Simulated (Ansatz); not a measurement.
Basis-set extrapolation for CH3BCl2S, SMILES `CSB(Cl)Cl` (PBE0-D4/def2-TZVP geometry, frozen core, Ansatz 0.2.0). Multiplicity 1, RHF reference.

```tsv
	def2-TZVPP	def2-QZVPP
HF	-1381.002252	-1381.041302
MP2 correlation	-0.827377	-0.899729
CCSD(T) correlation	-0.924675	not run
```

Energies in hartree. Use E(X) = E(∞) + A·exp(−7.88·√X) for Hartree–Fock and E(X) = E(∞) + B·X^(−2.97) for correlation, with X = 3 and 4, and add CCSD(T) minus MP2 of the smaller set to the MP2 limit.

**Question.** What is the CCSD(T) energy at the basis-set limit?

**Answer.** HF limit: -1381.041302 + (-0.039050) × 0.13774 = -1381.04668. MP2 limit: -0.899729 + (-0.072352) × 0.74074 = -0.95332. Higher-order term: -0.924675 − (-0.827377) = -0.09730. Total: -1382.09730 hartree, 447.3 kJ/mol below CCSD(T)/def2-TZVPP.
